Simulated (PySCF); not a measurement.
C5H9O (cation, charge +1), SMILES [OH+]=C1CCCC1, singlet, GFN2-xTB optimised geometry.

```
15

O     -1.25     2.16     0.00
C     -0.58     1.08     0.00
C     -1.11    -0.28     0.01
C      0.10    -1.17    -0.30
C      1.28    -0.37     0.27
C      0.88     1.08     0.00
H     -2.22     2.09    -0.03
H     -1.47    -0.49     1.03
H     -1.97    -0.43    -0.65
H      0.02    -2.16     0.15
H      0.21    -1.30    -1.37
H      1.37    -0.54     1.35
H      2.22    -0.64    -0.19
H      1.21     1.39    -1.01
H      1.31     1.83     0.68
```

Density from PBE0/def2-TZVP run with PySCF at that geometry.

Minimum of the electron density along straight lines between bonded atoms, close to the bond critical point (lines longer than 1.1 times the sum of covalent radii, or with two minima, are not listed):

| bond | length / Å | ρ at the minimum / e bohr⁻³ | ∇²ρ there / e bohr⁻⁵ | position (fraction from the first atom) |
|---|---|---|---|---|
| O1–C2 | 1.268 | 0.358 | ___ | 0.67 |
| C2–C3 | 1.466 | 0.281 | -0.78 | 0.55 |
| C3–C4 | 1.535 | 0.240 | -0.58 | 0.52 |
| C4–C5 | 1.531 | 0.245 | -0.60 | 0.50 |
| C2–C6 | 1.464 | 0.282 | -0.79 | 0.55 |
| C5–C6 | 1.533 | 0.242 | -0.59 | 0.48 |
| O1–H7 | 0.978 | 0.340 | ___ | 0.82 |
| C3–H8 | 1.100 | 0.268 | -0.90 | 0.65 |
| C3–H9 | 1.093 | 0.277 | -0.96 | 0.65 |
| C4–H10 | 1.086 | 0.285 | -1.01 | 0.65 |
| C4–H11 | 1.090 | 0.283 | -0.98 | 0.65 |
| C5–H12 | 1.090 | 0.283 | -0.98 | 0.65 |
| C5–H13 | 1.086 | 0.285 | -1.01 | 0.65 |
| C6–H14 | 1.099 | 0.268 | -0.90 | 0.65 |
| C6–H15 | 1.092 | 0.277 | -0.97 | 0.65 |

Q: Complete the blanks.

A: 
- O1–C2, ∇²ρ there / e bohr⁻⁵: -0.20
- O1–H7, ∇²ρ there / e bohr⁻⁵: -2.42
